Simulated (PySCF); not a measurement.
# TDDFT excited states: C6H8O2

Compound: C₆H₈O₂.
Cartesian coordinates in Å at the PBE0-D3(BJ)/def2-SVP level; atoms count from 1:
```
atom  x, y, z in Å
C1     2.5318   -0.3792   -0.5243
O2     1.3200   -0.7805   -1.1229
C3     0.2074   -0.5797   -0.4359
C4     0.0329   -0.0327    0.7923
C5    -1.3955   -0.0204    1.1162
O6    -1.9213    0.4138    2.1143
C7    -2.1409   -0.6712   -0.0548
C8    -1.0715   -1.0035   -1.0936
H9     3.3317   -0.6090   -1.2382
H10    2.5266    0.7026   -0.3117
H11    2.7071   -0.9283    0.4155
H12    0.7932    0.3567    1.4670
H13   -2.6693   -1.5614    0.3193
H14   -2.9121    0.0220   -0.4218
H15   -1.0218   -2.0721   -1.3576
H16   -1.1950   -0.4550   -2.0419
```

Computed with TDDFT CAM-B3LYP/def2-SVPD, vertical, gas phase, core orbitals frozen in the response in PySCF.

| state | E (eV) | λ (nm) | ν̃ (cm⁻¹) | f | main configurations (H = HOMO, L = LUMO) |
| --- | --- | --- | --- | --- | --- |
| S1 | 4.38 | 283.0 | 35340 | 0.0002 | H→L (92%) |
| S2 | 6.00 | 206.5 | 48420 | 0.417 | H-1→L (95%) |
| S3 | 6.82 | 181.8 | 54990 | 0.015 | H-1→L+1 (85%) |
| S4 | 6.97 | 177.8 | 56240 | 0.018 | H→L+1 (49%), H→L+2 (26%), H→L+3 (14%) |
| S5 | 7.04 | 176.0 | 56820 | 0.0002 | H→L+4 (71%), H→L+7 (14%) |
| S6 | 7.48 | 165.8 | 60300 | 0.0055 | H-1→L+2 (53%), H-1→L+3 (31%) |
| S7 | 7.61 | 162.9 | 61380 | 0.056 | H-1→L+4 (89%) |
| S8 | 7.72 | 160.6 | 62270 | 0.0015 | H-1→L+3 (58%), H-1→L+2 (31%) |
| S9 | 7.79 | 159.2 | 62830 | 0.0028 | H→L+1 (38%), H→L+2 (34%), H→L+6 (19%) |
| S10 | 7.85 | 158.0 | 63300 | 0.043 | H→L+3 (49%), H→L+2 (22%), H→L+8 (13%) |

Triplets, Tamm–Dancoff:

```
state  E (eV)  λ (nm)   main configurations (H = HOMO, L = LUMO)
   T1    3.94   315.1                                  H→L (89%)
   T2    3.98   311.8                                H-1→L (94%)
   T3    6.06   204.5  H-1→L+4 (34%), H-2→L (20%), H-1→L+7 (12%)
   T4    6.69   185.2                H-1→L+1 (80%), H-1→L+5 (9%)
```

The lowest singlet lies at 4.38 eV (283 nm, ultraviolet) and is dark (f under 0.0005); its leading configuration is HOMO→LUMO (92%). The strongest level in the table is S2 at 6.00 eV (207 nm, f = 0.417). Löwdin shares by element: HOMO oxygen 62% or more, carbon 32% or more; LUMO carbon 58% or more, oxygen 19% or more (atoms not listed hold the other 23%). The listed states span 3.47 eV, and the widest gap between neighbours is 1.62 eV (S1 to S2). The oscillator strengths of these states sum to 0.559; summed over the whole spectrum of an exact calculation they would give the number of electrons, 60 (Thomas–Reiche–Kuhn). Orbital energies (eV): HOMO-3 -11.62, HOMO-2 -11.02, HOMO-1 -8.53, HOMO -8.40, LUMO 0.35, LUMO+1 1.08, LUMO+2 1.61. No computed singlet lies in the visible range (380 to 750 nm); the lowest, at 283 nm, stands 1.12 eV above its violet end (3.26 eV). All these states lie below the vertical ionisation energy of 9.04 eV (ΔSCF). Only the lowest 10 singlets were computed, as vertical energies without vibronic structure.

One conformer stands for the species.
